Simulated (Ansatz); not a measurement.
Task: Name a neutral molecule of C, Cl, O, Si and H with HOMO energy (PBE/def2-TZVPP) between -6.95 and -6.65 eV and HOMO energy (B3LYP/def2-TZVPP) between -8.05 and -7.75 eV (Ansatz, PBE0-D4/def2-TZVP geometry).

Result: `OC([SiH3])Cl` (-6.75 eV, -7.90 eV); `O[SiH2]CCl` (-6.80 eV, -7.94 eV); `O[SiH2]C([SiH3])Cl` (-6.77 eV, -7.86 eV). Other molecules can fit too; these were computed, each in one conformer that needn't be the lowest.

B3LYP here is the variant with VWN-RPA as its local correlation; programs differ in this.
